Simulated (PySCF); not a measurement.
Point-charge models of `C/C=N/N(C)CC(C)C` against its computed dipole.

Coordinates (GFN2-xTB, Å) and charges (e) from the PBE0/pcSseg-1 density (PySCF):

```tsv
atom	x	y	z	Mulliken	IAO	Hirshfeld	ESP-fitted
C1	3.483	-0.019	-1.118	-0.2191	-0.4263	-0.1263	-0.4078
C2	2.492	-0.376	-0.062	-0.0852	-0.0821	-0.0121	+0.2526
N3	1.463	0.349	0.088	-0.1998	-0.1821	-0.0911	-0.4350
N4	0.546	0.177	1.037	-0.4792	-0.0839	-0.0128	+0.1547
C5	0.521	-0.989	1.890	-0.0773	-0.3292	-0.0701	-0.4361
C6	-0.693	0.880	0.805	+0.1118	-0.1475	-0.0270	-0.4159
C7	-1.760	0.068	0.046	-0.4115	-0.1032	-0.0254	+0.5717
C8	-3.072	0.847	0.017	-0.2128	-0.4191	-0.1179	-0.6139
C9	-1.292	-0.247	-1.371	-0.2085	-0.4186	-0.1251	-0.5654
H10	3.140	0.855	-1.664	+0.1183	+0.1570	+0.0423	+0.1266
H11	4.453	0.196	-0.669	+0.1179	+0.1443	+0.0413	+0.1079
H12	3.614	-0.850	-1.812	+0.1153	+0.1430	+0.0407	+0.1044
H13	2.730	-1.257	0.540	+0.0707	+0.1008	+0.0293	+0.0354
H14	1.460	-1.056	2.444	+0.1298	+0.1472	+0.0429	+0.1438
H15	0.385	-1.920	1.325	+0.1056	+0.1263	+0.0351	+0.1336
H16	-0.294	-0.882	2.601	+0.1215	+0.1541	+0.0526	+0.1663
H17	-0.441	1.771	0.228	+0.1158	+0.1526	+0.0402	+0.1521
H18	-1.097	1.192	1.775	+0.1067	+0.1248	+0.0352	+0.1256
H19	-1.925	-0.873	0.582	+0.1141	+0.1188	+0.0301	-0.0402
H20	-2.934	1.801	-0.487	+0.1038	+0.1347	+0.0390	+0.1522
H21	-3.835	0.286	-0.517	+0.1129	+0.1401	+0.0404	+0.1439
H22	-3.432	1.041	1.025	+0.1077	+0.1344	+0.0374	+0.1299
H23	-1.162	0.673	-1.936	+0.1030	+0.1361	+0.0377	+0.1451
H24	-0.340	-0.771	-1.358	+0.1311	+0.1439	+0.0275	+0.1488
H25	-2.022	-0.870	-1.885	+0.1074	+0.1338	+0.0366	+0.1195
```

Task: Form Σ q r in debye for every column and set it beside the full dipole.

Result: The full density gives (-0.66, -1.26, 1.03) D, 1.75 D in size; dipole vectors point from the negative to the positive end.

```csv
scheme,μx,μy,μz,size (D),share of the full size (%),angle to the full dipole (°)
Mulliken,-0.84,-0.82,-0.13,1.18,67,45
IAO,-1.05,-0.57,0.86,1.48,84,27
Hirshfeld,-0.45,-0.28,0.84,1.00,57,30
ESP-fitted,-0.67,-1.26,1.02,1.76,100,0
```

Task: Which set comes closest?

Result: Length of the difference vector: ESP-fitted 0.01 D, IAO 0.81 D, Hirshfeld 1.02 D, Mulliken 1.25 D. Closest: ESP-fitted. ESP charges are fitted to the potential around the molecule, whose slowest-falling term is the dipole's. The schemes that divide the density aren't constrained to reproduce the dipole.

Task: What is left for the Hirshfeld atoms' own dipoles?

Result: The shares of the density sum to the whole, so what Σ q r misses lies in dipoles about the nuclei. The atomic dipoles sum to (-0.66, -1.26, 1.03) − (-0.45, -0.28, 0.84) = (-0.21, -0.98, 0.19) D, 1.02 D in size.

Task: With the origin at the mean of the coordinates, (0.000, 0.001, 0.061) Å, which are the largest single terms, by size, of the ESP-fitted dipole along the direction of the full one?

Result: C1 +3.89, C5 -3.32, H16 +1.78, H10 -1.71, C7 +1.66 D; all 25 atoms together +1.76 D. The single terms depend on the origin, their sum doesn't.

Task: Give the size of the full dipole in other units.

Result: 1.75 D = 0.690 au = 0.365 e·Å = 5.85 × 10⁻³⁰ C·m.

The structure is a single GFN2-xTB conformer in the gas phase; no vibrational or solvent corrections.

These values come from a run that also computed NMR shieldings. Hardware: one thread of an Arm Neoverse V2, no GPU, on a shared host. Cost: 42 s, 1.1 GiB resident at most.

Shape of the structure used: `[CH3:1]/[CH:2]=[N:3]/[N:4]([CH3:5])[CH2:6][CH:7]([CH3:8])[CH3:9]`: C2–N3–N4–C5 -9°, N3–N4–C6–C7 91°, N4–C6–C7–C8 173°.
